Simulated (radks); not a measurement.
Values are calculated unless marked as measured or tabulated.
Effect of the nuclear size on neutral cerium, [Xe] 4f1 5d1 6s2. Code: a radial shooting solver on a logarithmic mesh with Libxc functionals. Model: Dirac Kohn-Sham, LDA (Slater exchange, Perdew-Wang correlation), spin-unpolarised, spherical densities, finite nucleus; open shells are shared between the two j in proportion to 2j + 1; Fermi nuclear charge, rms radius 4.8771 fm. The rms radius is varied about that value; shifts are against it.

rms radius (fm),total energy shift (eV),density at nucleus (e/bohr^3),1s1/2 shift (meV),2s1/2 shift (meV),5p1/2 shift (meV),6s1/2 shift (meV),5d5/2 shift (meV),6p1/2 (empty) shift (meV)
4.1748,-2.79,3.939e+05,-1160,-142,0.186,-0.066,0.111,0.048
4.4869,-1.59,3.881e+05,-663,-80.9,0.106,-0.038,0.064,0.027
4.8771,0,3.814e+05,0.000,0.000,0.000,0.000,0.000,0.000
5.2478,1.61,3.756e+05,670,81.8,-0.107,0.038,-0.064,-0.028
6.0817,5.57,3.643e+05,2320,283,-0.370,0.132,-0.222,-0.096

Slopes of the eigenvalues against <r^2> in GHz/fm^2, as finite differences over the two radii next to the reference (eigenvalue slopes, not the field-shift constants of lines): 1s1/2 43500, 2s1/2 5310, 5p1/2 -6.95, 6s1/2 2.47, 5d5/2 -4.17, 6p1/2 (empty) -1.80.
